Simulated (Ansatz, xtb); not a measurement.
**BCl2FH2Si: where a starting geometry ends**

The starting geometry of this gas-phase singlet was built from a drawn formula by distance geometry and a force field; its bonds are those of `F[Si+](Cl)[BH2-]Cl`.

```xyz
7

B     1.1534   -2.0073    2.5191
Cl   -1.6750   -4.1129    2.6665
Cl    1.9271   -3.0362    1.1643
F    -1.7905   -0.8274    2.2128
Si   -0.7969   -2.2031    2.4864
H     1.5525   -2.4022    3.5789
H     1.4310   -0.8409    2.3716
```

**Question.** Where would you expect an optimisation with r2SCAN-D4/def2-SVP to take it?

**Answer.** It rearranges to `B[Si](F)(Cl)Cl`. Contacts that open: B1–Cl3 (1.87 → 3.14 Å). Contacts that close: Cl3–Si5 (3.14 → 2.07 Å).

The energy falls by 1.28 eV over 19 steps:

```
step  E − E(last) (eV)
   1             1.285
   3             0.770
   5             0.631
   7             0.419
   9             0.204
  11             0.091
  13             0.013
  15             0.001
  17             0.000
  19             0.000
```

Final geometry (Å):

```xyz
7

B     1.1745   -1.7106    3.1251
Cl   -1.4722   -3.8724    2.9961
Cl    0.5515   -3.1340    0.3936
F    -1.4380   -1.2731    1.6021
Si   -0.3756   -2.3924    2.0857
H     1.8283   -2.4815    3.7792
H     1.5332   -0.5659    3.0178
```

From the same start GFN2-xTB ends elsewhere, differing in B1–Cl3 (1.96 against 3.14 Å here).

No frequencies were run, so the end isn't proven a minimum. Run with Ansatz 0.2.0, 77 s on 1 thread of Intel(R) Xeon(R) Platinum 8259CL CPU @ 2.50GHz (Skylake/Cascade Lake), with other jobs on the host.
